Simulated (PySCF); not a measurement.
## Calculated data, Al2H4NO

Calculation on a computer-drawn molecule: the log of a Hartree-Fock and frozen-core CCSD(T) single point meant for a local Hartree-Fock minimum, with one planted fault or none, to be diagnosed. Offsets are logged minus clean, where the clean run is the same molecule without the fault. The reference is restricted for singlets and unrestricted otherwise, and also for a bond in bohr or an excited solution. Adding or removing an electron swaps singlet and doublet. The excited solution moves the top pair (singlet) or top alpha electron (doublet) to the lowest empty orbital. Highest occupied and lowest empty are orbital energies over both spins, largest force is the largest gradient component, triples share is (T) over the correlation energy, the T1 limit is 0.02 restricted and 0.045 unrestricted, electrons count all cores, a negative frequency is imaginary (commonest isotopes), and the dipole is about the centre of nuclear charge. Program: PySCF 2.14.0.

```xyz
8
formula=Al2H4NO meant_charge=0 meant_multiplicity=2 meant_basis=cc-pV(D+d)Z logged_electrons=45 logged_basis_functions=32 logged_SCF_converged=yes logged_spin_squared=0.7535 logged_highest_occupied=-4.2164 logged_lowest_empty=7.8047 logged_largest_force=0.042934 logged_T1_diagnostic=0.022722 logged_D1_diagnostic=0.076796 logged_triples_share=0.045253 logged_CC_converged=yes logged_dipole_magnitude=1.8296 logged_SCF_stable_within_its_kind=yes logged_energy_HF=-607.97007 logged_energy_CCSD(T)=-608.14271 possible_faults=no_fault,one_electron_removed,one_electron_added,multiplicity_raised_by_two,geometry_at_a_saddle_point,SCF_held_on_an_excited_solution,minimal_basis_STO-3G,one_bond_length_entered_in_bohr,all_coordinates_scaled
N      1.7195    -1.9837    -1.0818
Al     1.0422    -0.5469    -0.3042
O     -0.0098    -0.7449     1.0011
Al    -1.0610    -0.8744     2.3027
H      2.3505    -1.9698    -1.8608
H      1.5325    -2.9328    -0.8130
H     -0.4765    -0.9010     3.7681
H     -2.6133    -0.9694     2.0356
```

Units: logged_highest_occupied, logged_lowest_empty in eV; logged_largest_force in hartree/bohr; logged_dipole_magnitude in debye; logged_energy_HF, logged_energy_CCSD(T) in hartree.

Drawn bonds:
```
atom  other atom  order
   1           2      1
   2           3      1
   3           4      1
   1           5      1
   1           6      1
   4           7      1
   4           8      1
```

Q: Give the missing planted fault for Al2H4NO.
A: minimal basis STO-3G

Further results for Al2H4NO:

| Item | Value |
| --- | --- |
| HF energy offset from clean run | 4792 kcal/mol |
| CCSD(T) energy offset from clean run | 5002 kcal/mol |
